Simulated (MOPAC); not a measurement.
A run for MOPAC: PM7 on H4Si2 (SMILES [SiH][SiH3]), a point of a bond scan (R = 2.606 Å).

```
PM7 1SCF PRECISE CHARGE=0 THREADS=1
H4Si2

Si    -0.00338560 1     1.03723858 1     0.82594973 1
H     -0.44386711 1     1.86151131 1    -0.37737098 1
Si     0.02918721 1    -0.89103927 1    -0.59790228 1
H      1.69214951 1    -0.48768963 1    -2.56365848 1
H     -1.32621922 1    -1.10029411 1    -1.17841082 1
H      0.42941234 1    -2.14745382 1     0.08430899 1
```

It printed:

```
*******************************************************************************
 **                                                                           **
 **                              MOPAC v23.2.5                                **
 **                                                                           **
 *******************************************************************************
 ** MOPAC's Digital Object Identifier: https://doi.org/10.5281/zenodo.6511958 **
 **                                                                           **
 ** Please cite the open-source release paper for use of this MOPAC version:  **
 ** J. E. Moussa and J. J. P. Stewart (2026)                                  **
 ** MOPAC: An open-source semiempirical molecular orbital program             **
 ** J. Open Source Softw., 11(119), 8025, https://doi.org/10.21105/joss.08025 **
 *******************************************************************************

                              PM7 CALCULATION RESULTS

 *******************************************************************************
 *  PM7        - The PM7 Hamiltonian to be used
 *
 *
 *
 *                 CHARGE ON SYSTEM = 0
 *
 *
 *
 *  PRECISE    - TIGHTER CRITERIA TO BE USED
 *  1SCF       - DO 1 SCF AND THEN STOP
 *  THREADS=1  - MULTI-THREADING NOT USED
 *  T=         - A TIME OF 172800.0 SECONDS REQUESTED
 *  DUMP=N     - RESTART FILE WRITTEN EVERY 7200.0 SECONDS REQUESTED
 *******************************************************************************
PM7 1SCF PRECISE CHARGE=0 THREADS=1
 H4Si2

   ATOM   CHEMICAL          X               Y               Z
  NUMBER   SYMBOL      (ANGSTROMS)     (ANGSTROMS)     (ANGSTROMS)

     1      Si         -0.00338560  *   1.03723858  *   0.82594973  *
     2       H         -0.44386711  *   1.86151131  *  -0.37737098  *
     3      Si          0.02918721  *  -0.89103927  *  -0.59790228  *
     4       H          1.69214951  *  -0.48768963  *  -2.56365848  *
     5       H         -1.32621922  *  -1.10029411  *  -1.17841082  *
     6       H          0.42941234  *  -2.14745382  *   0.08430899  *



          CARTESIAN COORDINATES

    NO.       ATOM           X           Y           Z

     1        Si         -0.0034      1.0372      0.8259
     2         H         -0.4439      1.8615     -0.3774
     3        Si          0.0292     -0.8910     -0.5979
     4         H          1.6921     -0.4877     -2.5637
     5         H         -1.3262     -1.1003     -1.1784
     6         H          0.4294     -2.1475      0.0843

 General Reference for PM7:
 "Optimization of Parameters for Semiempirical Methods VI: More Modifications to the
 NDDO Approximations and Re-optimization of Parameters", J. J. P. Stewart, J. Mol. Mod., 1:32, 19 (2013)
 https://link.springer.com/article/10.1007/s00894-012-1667-x

           Empirical Formula: H4 Si2  =     6 atoms



      MOLECULAR POINT GROUP   :   C1


      RHF CALCULATION, NO. OF DOUBLY OCCUPIED LEVELS = 6


 -------------------------------------------------------------------------------
 PM7 1SCF PRECISE CHARGE=0 THREADS=1
 H4Si2



     1SCF WAS SPECIFIED, SO BFGS WAS NOT USED
     SCF FIELD WAS ACHIEVED


                              PM7 CALCULATION
                                                       MOPAC v23.2.5 Linux




          FINAL HEAT OF FORMATION =        189.59531 KCAL/MOL =     793.26676 KJ/MOL


          COSMO AREA              =        122.82 SQUARE ANGSTROMS
          COSMO VOLUME            =        114.07 CUBIC ANGSTROMS

          IONIZATION POTENTIAL    =          8.688645 EV
          HOMO LUMO ENERGIES (EV) =         -8.689 -1.246
          NO. OF FILLED LEVELS    =          6
          MOLECULAR WEIGHT        =         60.2026         POINT GROUP:  C1

          MOLECULAR DIMENSIONS (Angstroms)

            Atom       Atom       Distance
            H     6    H     2     4.12887
            H     4   Si     1     3.81541
            H     5   Si     1     2.40347


          SCF CALCULATIONS        =          1





   ATOM   CHEMICAL          X               Y               Z
  NUMBER   SYMBOL      (ANGSTROMS)     (ANGSTROMS)     (ANGSTROMS)

     1      Si         -0.00338560  *   1.03723858  *   0.82594973  *
     2       H         -0.44386711  *   1.86151131  *  -0.37737098  *
     3      Si          0.02918721  *  -0.89103927  *  -0.59790228  *
     4       H          1.69214951  *  -0.48768963  *  -2.56365848  *
     5       H         -1.32621922  *  -1.10029411  *  -1.17841082  *
     6       H          0.42941234  *  -2.14745382  *   0.08430899  *

                             CARTESIAN COORDINATES

   1   Si       -0.003385600     1.037238580     0.825949730
   2    H       -0.443867110     1.861511310    -0.377370980
   3   Si        0.029187210    -0.891039270    -0.597902280
   4    H        1.692149510    -0.487689630    -2.563658480
   5    H       -1.326219220    -1.100294110    -1.178410820
   6    H        0.429412340    -2.147453820     0.084308990


           Empirical Formula: H4 Si2  =     6 atoms



      MOLECULAR POINT GROUP   :   C1


                  EIGENVALUES
 -18.20015 -14.34956 -12.33152 -10.24489  -9.08015  -8.68865  -1.24600  -0.12690
   0.73361   2.56311   3.93011   6.82487  19.36539  19.52056  20.16369  20.61014
  20.70129  22.98763  23.05050  23.75433  23.93082  24.16667


              NET ATOMIC CHARGES AND DIPOLE CONTRIBUTIONS

  ATOM NO.   TYPE          CHARGE      No. of ELECS.   s-Pop       p-Pop       d-Pop
    1         Si           0.091048        3.9090     1.30043     2.56728     0.04125
    2          H          -0.043382        1.0434     1.04338
    3         Si          -0.141445        4.1414     0.94828     3.11582     0.07734
    4          H           0.098430        0.9016     0.90157
    5          H          -0.005841        1.0058     1.00584
    6          H           0.001190        0.9988     0.99881
 DIPOLE           X         Y         Z       TOTAL
 POINT-CHG.     0.911     0.459    -0.332     1.073
 HYBRID        -0.429    -0.500    -2.083     2.184
 SUM            0.482    -0.041    -2.415     2.463


          ATOMIC ORBITAL ELECTRON POPULATIONS

     Atom    s        px        py        pz      x^2-y^2     xz        z^2       yz        xy
    1 Si   1.30043   0.10822   0.90752   1.55154   0.00502   0.00449   0.00549   0.02299   0.00327
    2  H   1.04338
    3 Si   0.94828   1.02912   1.02669   1.06001   0.02847   0.01365   0.00680   0.02250   0.00591
    4  H   0.90157
    5  H   1.00584
    6  H   0.99881

 **********************
 *                    *
 * JOB ENDED NORMALLY *
 *                    *
 **********************




 == MOPAC DONE ==
```

The run finished.

Cost: very roughly 0.020 core-seconds.
